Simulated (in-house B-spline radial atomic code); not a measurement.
Atomic self-consistent-field run: the aluminium ion Al⁶⁺. Computed with a B-spline radial code for spherical atoms: scalar-relativistic (X2C) B97-1, spin-polarised, spherical fractional occupations, exact exchange averaged over the configuration, Fermi nucleus of rms radius 3.061 fm.

Command:
```bash
python run_scf.py task.json out
```
Settings (nuclear radius in fm, mass in u):
```
Z                13
configuration    [He] 2s2 2p3
hamiltonian      x2c
method           b97_1
spin_polarised   True
nucleus          fermi
rms_radius       3.061
atomic_mass      26.98154
speed_of_light   137.035999084
exact_exchange   averaged over the configuration
```

Output (hartree, bohr):
```
 radial grid: 64 intervals, B-splines of order 8, outer radius 5.9701 bohr

 iter        energy (Eh)    residual
    1        -220.621097    5.35e-01
    2        -223.655859    1.36e-01
    3        -223.736768    5.78e-02
    4        -223.751089    2.48e-02
    5        -223.754001    3.24e-03
    6        -223.754092    1.05e-04
    7        -223.754092    2.55e-06
    8        -223.754092    2.58e-08

 total energy                      -223.75409
 kinetic                             224.4211
 electron-nucleus                   -494.3464
 Hartree                              60.7823
 exact exchange                       -3.0265
 exchange-correlation                -11.5847

 orbital      occ     eigenvalue          <r>       <r^2>       <1/r>     <1/r^2>       r_max
 1s up      1.000       -62.9080     0.119891   0.0193658     12.6852     331.325     0.07821
 1s down    1.000       -62.6928      0.11937   0.0191743      12.724     332.941     0.07809
 2s up      1.000        -9.6165     0.562212    0.372491     2.61811      29.032      0.4686
 2s down    1.000        -9.0802     0.575275     0.39069     2.54282     27.2576      0.4747
 2p up      3.000        -8.3199      0.50929    0.318054     2.51973     8.74879      0.3907

 Slater integrals (Eh)
   F0(2s up,2s up)               1.608694
   F0(2s up,2s down)             1.590465
   F0(2s up,2p up)               1.681690
   G1(2s up,2p up)               0.992093
   F0(2s down,2s down)           1.572818
   F0(2s down,2p up)             1.660654
   F0(2p up,2p up)               1.792472
   F2(2p up,2p up)               0.844078
```

Time taken, with all properties: 0.35 s on 1 thread of Arm Neoverse N1, on a shared host.
